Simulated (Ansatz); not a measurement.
Coupled-cluster run, CH10B2Si2 (`B[SiH](C)B[SiH3]`).

```yaml
crystal:
  periodic: [false, false, false]
  atoms:
    - {symbol: B, position_ang: [-1.569018, 0.768656, 1.544756]}
    - {symbol: Si, position_ang: [-0.194881, -0.596065, 1.018921]}
    - {symbol: C, position_ang: [1.588743, -0.052914, 1.264465]}
    - {symbol: B, position_ang: [-0.749027, -0.821159, -0.895167]}
    - {symbol: Si, position_ang: [0.158845, 0.117461, -2.414873]}
    - {symbol: H, position_ang: [-2.691501, 0.438665, 1.790161]}
    - {symbol: H, position_ang: [-1.314492, 1.938275, 1.558085]}
    - {symbol: H, position_ang: [-0.461089, -1.875536, 1.746897]}
    - {symbol: H, position_ang: [1.772753, 0.891140, 0.746343]}
    - {symbol: H, position_ang: [2.285738, -0.795669, 0.870234]}
    - {symbol: H, position_ang: [1.813538, 0.092740, 2.323211]}
    - {symbol: H, position_ang: [-1.750972, -1.438427, -1.116854]}
    - {symbol: H, position_ang: [1.611492, 0.359680, -2.193235]}
    - {symbol: H, position_ang: [-0.011340, -0.533616, -3.743075]}
    - {symbol: H, position_ang: [-0.510489, 1.456073, -2.470771]}
basis:
  gaussian: {orbitals: def2-TZVPP}
correlation: {method: ccsd_t}
```

```sh
$ ansatz run in.yaml --threads 4 --pin off --events-out ev --progress --plain --max-ram 10444MiB
```

Log, shortened:

```
Functional definition: HF
1808 factors; integrals over basis functions are off by at most 1.1e-3 eV
mean field evaluation 1: about -18252.5263 eV, gradient 2.9e1 eV
mean field evaluation 2: about -18252.7461 eV, gradient 2.9e1 eV
mean field evaluation 4: about -18256.2176 eV, gradient 3.9e0 eV
mean field evaluation 8: about -18256.2982 eV, gradient 2.0e-1 eV
mean field evaluation 16: about -18256.2987 eV, gradient 1.9e-6 eV
mean field -18256.29872413 eV, -670.9066035480 hartree, gradient 1.9e-6 eV, S^2 0.000000; 0 other end points of the search recorded, 0 dependent functions left out
13 core orbitals not correlated: weight in the atoms' cores, before any rotation towards them, 1.000 or more for the frozen orbitals, at most 0.000 for the correlated occupied ones
reference -18256.29872413 eV, -670.9066035480 hartree; 14, 14 occupied and 290, 290 virtual orbitals, 1808 factors
second order -17.07806649 eV of doubles, -0.00000000 eV of singles
cycle   1  -18.70217473 eV  change    -1.6e0 eV  update   1.0e-1
cycle   2  -19.32475306 eV  change   -6.2e-1 eV  update   3.4e-2
cycle   3  -19.39882169 eV  change   -7.4e-2 eV  update   1.6e-2
cycle   4  -19.39207406 eV  change    6.7e-3 eV  update   7.0e-3
cycle   5  -19.38960414 eV  change    2.5e-3 eV  update   3.5e-3
cycle   6  -19.38997010 eV  change   -3.7e-4 eV  update   1.4e-3
cycle   7  -19.39017862 eV  change   -2.1e-4 eV  update   4.8e-4
cycle   8  -19.39038088 eV  change   -2.0e-4 eV  update   2.1e-4
cycle   9  -19.39039943 eV  change   -1.9e-5 eV  update   8.0e-5
cycle  10  -19.39035104 eV  change    4.8e-5 eV  update   3.8e-5
cycle  11  -19.39035565 eV  change   -4.6e-6 eV  update   2.0e-5
perturbative correction -0.71815600 eV, -0.0263917461 hartree
Total energy: -18276.40723578 eV, -671.6455777210 hartree
```

Run time 8.3 min (4 threads of an Intel Xeon Platinum 8488C on a shared host); peak host memory 4.3 GiB.

MP2 recovers 84.9 % of the CCSD(T) correlation energy and the triples give 3.6 %; T1 = 0.0150.
